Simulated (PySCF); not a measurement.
## BrCl⁺ at PBE0

Level: PBE0. PySCF, scalar-relativistic core potentials, basis sets Br cc-pVDZ-PP with ECP10, Cl cc-pV(D+d)Z.

For BrCl⁺, the state is ⁴Σ⁻ (quartet), unpaired electrons σ ↑, π ↑↑, a second solution, started from another occupation. The bond length is 2.402 Å, the harmonic wavenumber is 309 cm⁻¹ and the force constant is 1.36 mdyn/Å. The rotational constant Be is 0.1206 cm⁻¹. The anharmonicity ωexe is 1.45 cm⁻¹ and the vibration–rotation constant αe is 0.000686 cm⁻¹. The energy of the minimum from ground-state Br⁺ + Cl is -1.37 eV. The bond order (Mayer) is 1.47. The dipole moment (positive dipole points towards Cl; it is taken about the centre of mass and depends on that origin) is 0.50 D.

Spin–orbit coupling is left out. For an ion De counts to the pair picked by the measured ionisation energies or electron affinities, which need not be the lowest pair at this level.
